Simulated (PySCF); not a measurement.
## Atomic charges against the basis set

Compound: CH3Cl2FSi.
Numbering: `[F:1][SiH2:2][CH:3]([Cl:4])[Cl:5]` (hydrogens: H6, H7 on Si2; H8 on C3)

PBE0 throughout (PySCF), one geometry, spherical d and f functions. One conformer (not necessarily the lowest) at the PBE0-D3(BJ)/def2-SVP geometry, without solvent, vibrations or thermal averaging. Atoms taken as equivalent share a column and are averaged.

Mulliken charges (e):

```json
{"basis": "STO-3G", "functions": "40", "F1": "-0.232", "Si2": "+0.746", "C3": "-0.190", "Cl4/Cl5": "-0.124", "H6/H7": "-0.103", "H8": "+0.130"}
{"basis": "6-31G", "functions": "63", "F1": "-0.459", "Si2": "+1.029", "C3": "-0.883", "Cl4/Cl5": "+0.104", "H6/H7": "-0.102", "H8": "+0.308"}
{"basis": "pcSseg-0", "functions": "63", "F1": "-0.490", "Si2": "+1.179", "C3": "-1.070", "Cl4/Cl5": "+0.059", "H6/H7": "-0.059", "H8": "+0.380"}
{"basis": "6-31G*", "functions": "88", "F1": "-0.402", "Si2": "+0.827", "C3": "-0.598", "Cl4/Cl5": "+0.010", "H6/H7": "-0.065", "H8": "+0.284"}
{"basis": "cc-pVDZ", "functions": "97", "F1": "-0.317", "Si2": "+0.659", "C3": "-0.311", "Cl4/Cl5": "-0.042", "H6/H7": "-0.046", "H8": "+0.145"}
{"basis": "def2-SVP", "functions": "97", "F1": "-0.345", "Si2": "+0.764", "C3": "-0.252", "Cl4/Cl5": "-0.093", "H6/H7": "-0.067", "H8": "+0.153"}
{"basis": "pcSseg-1", "functions": "121", "F1": "-0.422", "Si2": "+0.975", "C3": "-0.467", "Cl4/Cl5": "-0.067", "H6/H7": "-0.089", "H8": "+0.225"}
{"basis": "aug-cc-pVDZ", "functions": "154", "F1": "-0.627", "Si2": "+0.588", "C3": "-0.479", "Cl4/Cl5": "-0.028", "H6/H7": "+0.266", "H8": "+0.042"}
{"basis": "6-311+G(2d,p)", "functions": "177", "F1": "-0.448", "Si2": "+0.718", "C3": "-0.423", "Cl4/Cl5": "+0.010", "H6/H7": "-0.036", "H8": "+0.205"}
{"basis": "def2-TZVP", "functions": "191", "F1": "-0.320", "Si2": "+0.455", "C3": "-0.087", "Cl4/Cl5": "-0.096", "H6/H7": "-0.010", "H8": "+0.164"}
{"basis": "cc-pVTZ", "functions": "204", "F1": "-0.286", "Si2": "+0.506", "C3": "-0.125", "Cl4/Cl5": "-0.095", "H6/H7": "-0.024", "H8": "+0.143"}
{"basis": "IGLO-III", "functions": "232", "F1": "-0.490", "Si2": "+1.081", "C3": "-0.496", "Cl4/Cl5": "+0.032", "H6/H7": "-0.155", "H8": "+0.152"}
```

IAO charges (e):

| basis | functions | F1 | Si2 | C3 | Cl4/Cl5 | H6/H7 | H8 |
| --- | --- | --- | --- | --- | --- | --- | --- |
| STO-3G | 40 | -0.356 | +0.910 | -0.408 | -0.043 | -0.111 | +0.161 |
| 6-31G | 63 | -0.495 | +0.950 | -0.422 | -0.039 | -0.081 | +0.208 |
| pcSseg-0 | 63 | -0.483 | +0.963 | -0.451 | -0.034 | -0.085 | +0.209 |
| 6-31G* | 88 | -0.517 | +1.081 | -0.412 | -0.048 | -0.123 | +0.192 |
| cc-pVDZ | 97 | -0.516 | +1.064 | -0.393 | -0.052 | -0.121 | +0.190 |
| def2-SVP | 97 | -0.517 | +1.081 | -0.398 | -0.047 | -0.128 | +0.185 |
| pcSseg-1 | 121 | -0.526 | +1.091 | -0.407 | -0.050 | -0.124 | +0.191 |
| aug-cc-pVDZ | 154 | -0.531 | +1.072 | -0.387 | -0.056 | -0.118 | +0.194 |
| 6-311+G(2d,p) | 177 | -0.535 | +1.101 | -0.406 | -0.051 | -0.127 | +0.195 |
| def2-TZVP | 191 | -0.537 | +1.116 | -0.410 | -0.050 | -0.131 | +0.193 |
| cc-pVTZ | 204 | -0.532 | +1.102 | -0.403 | -0.052 | -0.128 | +0.194 |
| IGLO-III | 232 | -0.537 | +1.111 | -0.412 | -0.048 | -0.130 | +0.194 |

Hirshfeld charges (e):

```csv
basis,functions,F1,Si2,C3,Cl4/Cl5,H6/H7,H8
STO-3G,40,-0.151,+0.482,+0.088,-0.160,-0.071,+0.043
6-31G,63,-0.230,+0.408,-0.045,-0.046,-0.053,+0.067
pcSseg-0,63,-0.223,+0.433,-0.048,-0.042,-0.064,+0.050
6-31G*,88,-0.197,+0.387,-0.035,-0.052,-0.060,+0.069
cc-pVDZ,97,-0.191,+0.390,-0.054,-0.035,-0.066,+0.058
def2-SVP,97,-0.195,+0.395,-0.056,-0.030,-0.068,+0.054
pcSseg-1,121,-0.203,+0.404,-0.059,-0.034,-0.065,+0.057
aug-cc-pVDZ,154,-0.210,+0.402,-0.079,-0.023,-0.063,+0.058
"6-311+G(2d,p)",177,-0.211,+0.406,-0.080,-0.024,-0.063,+0.059
def2-TZVP,191,-0.201,+0.396,-0.073,-0.027,-0.064,+0.060
cc-pVTZ,204,-0.197,+0.395,-0.070,-0.030,-0.064,+0.060
IGLO-III,232,-0.202,+0.390,-0.079,-0.018,-0.063,+0.055
```

Some averages cover members that differ in this geometry, most widely: Cl4/Cl5, Mulliken in 6-31G +0.091 to +0.117 e.

Task: Which scheme is steadiest as the basis changes?

Result: Largest range over the bases for any column: Hirshfeld 0.17 e, IAO 0.21 e, Mulliken 0.98 e. Hirshfeld charges move least and Mulliken charges most, counted in e. Without the minimal STO-3G basis the ranges are Hirshfeld 0.05, IAO 0.17, Mulliken 0.98 e.

Task: How much do the charges still move between the two largest bases, cc-pVTZ and IGLO-III?

Result: At most, over all atoms: Mulliken 0.574 e, IAO 0.010 e, Hirshfeld 0.011 e.

Task: What do the same runs give for the total energy, the frontier levels and the dipole moment?

Result: 
| basis | energy (Eh) | HOMO (eV) | LUMO (eV) | μ (D) |
| --- | --- | --- | --- | --- |
| STO-3G | -1333.8571 | -5.87 | 3.15 | 2.23 |
| 6-31G | -1348.9500 | -8.62 | -0.60 | 1.66 |
| pcSseg-0 | -1347.3917 | -8.67 | -0.51 | 1.58 |
| 6-31G* | -1349.0656 | -8.40 | -0.46 | 1.30 |
| cc-pVDZ | -1349.1355 | -8.35 | -0.36 | 1.19 |
| def2-SVP | -1348.6365 | -8.29 | -0.08 | 1.15 |
| pcSseg-1 | -1349.0657 | -8.55 | -0.58 | 1.29 |
| aug-cc-pVDZ | -1349.1583 | -8.48 | -0.77 | 1.21 |
| 6-311+G(2d,p) | -1349.2126 | -8.49 | -0.83 | 1.22 |
| def2-TZVP | -1349.2336 | -8.42 | -0.57 | 1.16 |
| cc-pVTZ | -1349.2389 | -8.42 | -0.56 | 1.16 |
| IGLO-III | -1349.2267 | -8.36 | -0.50 | 1.11 |

The dipole is fixed by the density alone, so its range of 1.12 D shows that the density itself changes with the basis, not only its division among atoms.
